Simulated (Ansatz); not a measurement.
Cs2Br3⁻, relaxed as a singlet with RKS PBE-D4/def2-SVPD in Ansatz, starting from the GFN1-xTB geometry. Force threshold 0.02 eV/Å.

In the def2 sets Cs takes a core potential; there is no spin–orbit coupling. The structure comes from a short search, and lower isomers may exist.

Start:

```xyz
5

Cs    2.7025   -0.3763   -0.3787
Cs   -1.2164    0.3610    0.3217
Br    1.4337    0.6980    2.3382
Br    0.3087   -2.4445   -0.6910
Br   -3.2285    1.7617   -1.5901
```

| step | energy (eV) | largest force component (eV/Å) | SCF passes |
| --- | --- | --- | --- |
| 1 | -211188.6833 | 0.891 | 15 |
| 2 | -211188.9701 | 0.356 | 17 |
| 3 | -211189.0706 | 0.074 | 17 |
| 4 | -211189.0927 | 0.078 | 17 |
| 5 | -211189.1106 | 0.044 | 16 |
| 6 | -211189.1253 | 0.030 | 16 |
| 7 | -211189.1376 | 0.035 | 16 |
| 8 | -211189.1464 | 0.038 | 16 |
| 9 | -211189.1508 | 0.084 | 17 |
| 10 | -211189.1522 | 0.061 | 17 |
| 11 (rejected) | -211189.1501 | 0.068 | 17 |
| 12 | -211189.1552 | 0.015 | 16 |
| 13 | -211189.1557 | 0.007 | 16 |

Force components are those of the run's own axes.

End:

```xyz
5

Cs    3.065   -1.390    0.734
Cs   -1.197    0.534   -0.278
Br    1.646    1.386    1.898
Br    0.664   -2.468   -1.304
Br   -4.178    1.938   -1.050
```

By distances, no bond broke or formed. The bond that changes most is Cs2–Br3, from 3.35 to 3.68 Å (atoms count from 1). The end is the same structure that another start reached.

The force fell under the threshold at step 12, but the optimiser went on. No frequencies were taken in this run, so the end may be a saddle point.

Hardware: 4 threads of Intel Xeon on a shared host. Wall time 68 s.
